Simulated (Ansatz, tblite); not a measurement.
Spin states of the cluster SnF2, each relaxed with PBE-D4/def2-TZVP in Ansatz. Electronic energies in the gas phase.

In the def2 sets Sn takes a core potential; there is no spin–orbit coupling. The xTB rows come from tblite. Correlated methods freeze 6 core orbitals; core or outer-core shells of Sn are correlated, in sets that lack core-valence functions. In CCSD on the charge 0 quintet the largest single amplitude is 0.20, so its Hartree–Fock determinant may place the open shell otherwise than the density functionals do. In the quintet, F2 and F3 lie 2.00 Å apart (atoms count from 1), so these atoms are partly bonded to each other. The structure comes from a short search, and lower isomers may exist.

Singlet geometry (C2v within 0.1 Å):

```xyz
3

Sn    0.582    0.149    0.628
F     0.768    0.034   -1.321
F    -1.350   -0.183    0.694
```

Triplet geometry (C2v within 0.1 Å):

```tsv
atom	x (Å)	y (Å)	z (Å)
Sn1	-0.0558	0.5737	0.3842
F2	1.5947	-0.4895	0.3381
F3	-1.5389	-0.0842	-0.7223
```

Quintet geometry (C2v within 0.1 Å):

```xyz
3

Sn   -0.669    0.897   -0.672
F     0.262   -1.080   -0.434
F     0.407    0.183    1.106
```

⟨S²⟩: triplet 2.01 at PBE0-D4/def2-TZVP (pure 2.00), quintet 6.01 at PBE0-D4/def2-TZVP (pure 6.00).

Only these spin states were relaxed.

| level | triplet − singlet (kJ/mol) | quintet − singlet (kJ/mol) | lowest of these |
| --- | --- | --- | --- |
| GFN1-xTB | 560.9 | 1390.2 | singlet |
| HF/def2-TZVP | 264.9 | 766.6 | singlet |
| HF/def2-TZVPP | 264.9 | 766.6 | singlet |
| r2SCAN-D4/def2-TZVP | 323.5 | 871.8 | singlet |
| CAM-B3LYP-D4/def2-TZVP | 348.4 | 943.6 | singlet |
| B2PLYP/def2-TZVP | 350.9 | 954.1 | singlet |
| MP2/def2-TZVP | 354.4 | 1015.0 | singlet |
| MP2/def2-TZVPP | 354.4 | 1015.0 | singlet |

The xTB methods have no term that favours high spin, so they put low spin too low.
